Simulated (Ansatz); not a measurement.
Several settings on one geometry of (4-methoxyphenyl)phenyliodonium mesylate (C₁₄H₁₅IO₄S) (that of the charge 0 singlet, PBE-D4/def2-SVP). Ansatz on 2 threads of AMD EPYC 7R13 on a shared host and a share (18 GiB) of an NVIDIA H100 80GB HBM3; times are rough.

```csv
atom,x (Å),y (Å),z (Å)
C1,-3.8225,1.2616,0.8204
O2,-3.4329,0.1702,1.6656
C3,-2.5756,-0.7295,1.1552
C4,-2.1824,-0.7401,-0.1993
C5,-1.1783,-1.6105,-0.6296
C6,-0.6085,-2.4764,0.3079
I7,1.2387,-3.3553,-0.2567
C8,2.4526,-1.6398,0.3210
C9,3.4684,-1.8381,1.2627
C10,4.1519,-0.6911,1.7027
C11,3.7812,0.5805,1.2315
C12,2.7444,0.7215,0.2974
C13,2.0664,-0.4092,-0.1986
C14,-1.0172,-2.5418,1.6532
C15,-2.0307,-1.6759,2.0636
H16,-4.5029,0.9166,0.0130
H17,-2.9401,1.7453,0.3511
H18,-4.3577,1.9735,1.4743
H19,-2.5342,0.0101,-0.9301
H20,-0.8045,-1.4877,-1.6589
H21,3.7229,-2.8323,1.6573
H22,4.9610,-0.8002,2.4412
H23,4.3041,1.4726,1.6088
H24,2.3925,1.7011,-0.0619
H25,1.2778,-0.2581,-0.9695
H26,-0.5463,-3.2270,2.3720
H27,-2.3765,-1.6690,3.1072
C28,0.0822,2.8274,-3.1668
S29,-0.4875,1.5629,-1.9973
O30,-1.9874,1.5674,-2.1325
O31,0.1643,0.2776,-2.4911
O32,0.0093,1.9844,-0.6427
H33,-0.3553,3.7960,-2.8625
H34,1.1866,2.8692,-3.1311
H35,-0.2637,2.5438,-4.1776
```

Totals from different functionals, basis sets or treatments of relativity can't be compared as stabilities.

In the def2 sets I takes a core potential; there is no spin–orbit coupling.

The spins typed aren't always the lowest for that charge.

Q: Give the basis size and estimate the energy, ⟨S²⟩, dipole and time of these runs.

```json
{"run": "1", "method": "RKS ωB97X-V/def2-mTZVPP", "charge": "0", "state": "singlet", "further keys": "fitting: {mean_field: def2-universal-jkfit}; point_charges: [{charge: 0.50, position_ang: [9.530, 0.168, -0.338]}]; scf: {omitted_lower_state_checks: [starts]}"}
{"run": "2", "method": "ROKS RPBE-D3(BJ)-ATM/STO-3G", "charge": "0", "state": "triplet", "further keys": "point_charges: [{charge: 0.50, position_ang: [7.849, -0.566, 0.762]}]; scf: {omitted_lower_state_checks: [starts]}; forces asked"}
{"run": "3", "method": "RKS ωB97M-V/def2-SVPD", "charge": "0", "state": "singlet", "further keys": "fitting: {mean_field: def2-universal-jkfit}; nuclear_model: gaussian; scf: {lower_state_search: light}; forces asked"}
{"run": "4", "method": "UKS B97M-V/def2-SVPD", "charge": "0", "state": "triplet", "further keys": "fitting: {mean_field: def2-universal-jkfit}; scf: {lower_state_search: off}; forces asked"}
```

A: 
| run | functions | energy (Eh) | ⟨S²⟩ | dipole (D) | wall time |
| --- | --- | --- | --- | --- | --- |
| 1 | 500 | -1539.0266 | – | – | 7.5 s |
| 2 | 141 | -8078.7586 | – | 4.68 | 6 s |
| 3 | 554 | -1538.1049 | – | 9.66 | 13 s |
| 4 | 554 | -1538.1475 | 2.01 | 3.52 | 40 s |

The restricted singlet is unstable towards broken spin symmetry in Hartree–Fock (as tested in another run); at RKS ωB97X-V/def2-mTZVPP, RKS ωB97M-V/def2-SVPD this wasn't settled.
